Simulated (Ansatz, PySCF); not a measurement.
Reaction (SMILES): CCCC=O -> [CH3] (CH3) + [CH2]CC=O (the C-C bond at the site shown breaks; other sites are not compared here)
Structures are relaxed separately at B3LYP-D3(BJ)/def2-TZVP in Ansatz (a quantum-chemistry and plane-wave program), one conformer each, not searched for the lowest. Frequencies are from Ansatz or PySCF.

Wanted: bond dissociation energy (0 K, with B3LYP-D3(BJ) harmonic zero-point energies), in kcal/mol. Cores are frozen in the correlated levels unless marked. Open shells are spin-unrestricted. Spin-orbit coupling is left out. No relativistic terms. Basis-set limits of correlation are two-point, X^-3; Hartree-Fock from the larger set. The bracket is a focal-point correction in the basis named.

| level | program | bond dissociation energy (kcal/mol) |
|---|---|---|
| HF/aug-cc-pVTZ | Ansatz | 55.7 |
| HF-D4/def2-TZVPD | PySCF + dftd4 | 60.9 |
| BLYP-D4/def2-TZVPD | Ansatz + dftd4 | 81.4 |
| BLYP/def2-TZVPD | Ansatz | 78.1 |
| revPBE/def2-TZVPD | Ansatz | 78.7 |
| PBE0/def2-SVP | Ansatz | 87.1 |
| PBE0-D3(BJ)/def2-TZVP | Ansatz + dftd3 | 85.3 |

### Question
Estimate the value at RI-MP2/CBS(cc-pVTZ,cc-pVQZ)+[CCSD(T)-MP2]/cc-pVTZ as computed with Ansatz.

### Answer
88.1 kcal/mol
